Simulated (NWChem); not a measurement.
System: C2H7O cation; SMILES CC[OH2+]

Parts of the log:

```
             Northwest Computational Chemistry Package (NWChem) 7.3.0
             --------------------------------------------------------

 CS  symmetry detected

                             Geometry "geometry" -> ""
                             -------------------------

 Output coordinates in angstroms (scale by  1.889725989 to convert to a.u.)

  No.       Tag          Charge          X              Y              Z
 ---- ---------------- ---------- -------------- -------------- --------------
    1 C                    6.0000     0.28849023    -1.25884404     0.00000000
    2 C                    6.0000    -0.60979853    -0.06533460     0.00000000
    3 O                    8.0000     0.18192986     1.23689005     0.00000000
    4 H                    1.0000    -0.35672125    -2.15232414     0.00000000
    5 H                    1.0000     0.91625167    -1.31740284    -0.90179000
    6 H                    1.0000     0.91625167    -1.31740284     0.90179000
    7 H                    1.0000    -1.23431854     0.04394216     0.89568400
    8 H                    1.0000    -1.23431854     0.04394216    -0.89568400
    9 H                    1.0000     0.73263298     1.37459848    -0.79564000
   10 H                    1.0000     0.73263298     1.37459848     0.79564000

 Effective nuclear repulsion energy (a.u.)      88.1608626440

      Symmetry information
      --------------------

 Group name             Cs
 Group number              2
 Group order               2
 No. of unique centers     7

                                 NWChem DFT Module
                                 -----------------

 Summary of "ao basis" -> "ao basis" (spherical)
 ------------------------------------------------------------------------------
       Tag                 Description            Shells   Functions and Types
 ---------------- ------------------------------  ------  ---------------------
 C                          def2-svp                 6       14   3s2p1d
 O                          def2-svp                 6       14   3s2p1d
 H                          def2-svp                 3        5   2s1p

      Symmetry analysis of basis
      --------------------------

        a'         49
        a"         28

            General Information
            -------------------
          SCF calculation type: DFT
          Wavefunction type:  closed shell.
          No. of atoms     :    10
          No. of electrons :    26
           Alpha electrons :    13
            Beta electrons :    13
          Charge           :     1
          Spin multiplicity:     1
          Use of symmetry is: on ; symmetry adaption is: on
          Maximum number of iterations: 150
          AO basis - number of functions:    77
                     number of shells:    39
          Convergence on energy requested:  1.00D-06
          Convergence on density requested:  1.00D-05
          Convergence on gradient requested:  5.00D-04

              XC Information
              --------------
                         B3LYP Method XC Potential
                     Hartree-Fock (Exact) Exchange  0.200
                        Slater Exchange Functional  0.800 local
                    Becke 1988 Exchange Functional  0.720 non-local
              Lee-Yang-Parr Correlation Functional  0.810
                  VWN I RPA Correlation Functional  0.190 local

             Grid Information
             ----------------
          Grid used for XC integration:  medium
          Radial quadrature: Mura-Knowles
          Angular quadrature: Lebedev.
          Tag              B.-S. Rad. Rad. Pts. Rad. Cut. Ang. Pts.
          ---              ---------- --------- --------- ---------
          C                   0.70       49           8.0       434
          O                   0.60       49          10.0       434
          H                   0.35       45          10.0       434
          Grid pruning is: on
          Number of quadrature shells:   327
          Spatial weights used:  Erf1

      Superposition of Atomic Density Guess
      -------------------------------------

 Sum of atomic energies:        -153.43572798

 Renormalizing density from      27.00 to     26

      Non-variational initial energy
      ------------------------------

 Total energy =    -151.224929
 1-e energy   =    -367.114812
 2-e energy   =     127.729020
 HOMO         =      -0.728077
 LUMO         =      -0.269459

      Symmetry analysis of molecular orbitals - initial
      -------------------------------------------------

  Numbering of irreducible representations:

     1 a'          2 a"

  Orbital symmetries:

     1 a'          2 a'          3 a'          4 a'          5 a'
     6 a'          7 a"          8 a'          9 a'         10 a"
    11 a'         12 a'         13 a"         14 a'         15 a'
    16 a"         17 a'         18 a'         19 a"         20 a'
    21 a"         22 a'         23 a'

     ---------------------------------------------
      Total Density - Mulliken Population Analysis
     ---------------------------------------------

    Atom       Charge   Shell Charges
 -----------   ------   -------------------------------------------------------
    1 C    6     6.56   1.99  1.05  0.16  2.37  0.97  0.02
    2 C    6     6.04   1.99  1.04  0.19  1.97  0.79  0.05
    3 O    8     8.44   1.99  1.14  0.51  3.23  1.56  0.01
    4 H    1     0.75   0.60  0.12  0.03
    5 H    1     0.78   0.62  0.13  0.03
    6 H    1     0.78   0.62  0.13  0.03
    7 H    1     0.78   0.64  0.12  0.02
    8 H    1     0.78   0.64  0.12  0.02
    9 H    1     0.55   0.45  0.04  0.06
   10 H    1     0.55   0.45  0.04  0.06

[...]
```

Level: B3LYP/def2-SVP. Coordinates come from a PBE0/def2-SVP optimisation.

**Question.** Reconstruct the input file.

**Answer.** This is not unique; one that fits is the input that was run:
```
start job
memory heap 200 mb stack 900 mb global 1100 mb
charge 1
geometry units angstroms noautoz
  C      0.279997    -1.277567     0.000000
  C     -0.607271    -0.075842     0.000000
  O      0.196407     1.219042     0.000000
  H     -0.373409    -2.165072     0.000000
  H      0.907193    -1.341900    -0.901790
  H      0.907193    -1.341900     0.901790
  H     -1.230759     0.039177     0.895684
  H     -1.230759     0.039177    -0.895684
  H      0.748354     1.351677    -0.795640
  H      0.748354     1.351677     0.795640
end
basis spherical
  * library def2-svp
end
dft
  xc b3lyp
  iterations 150
  mulliken
end
task dft energy
```
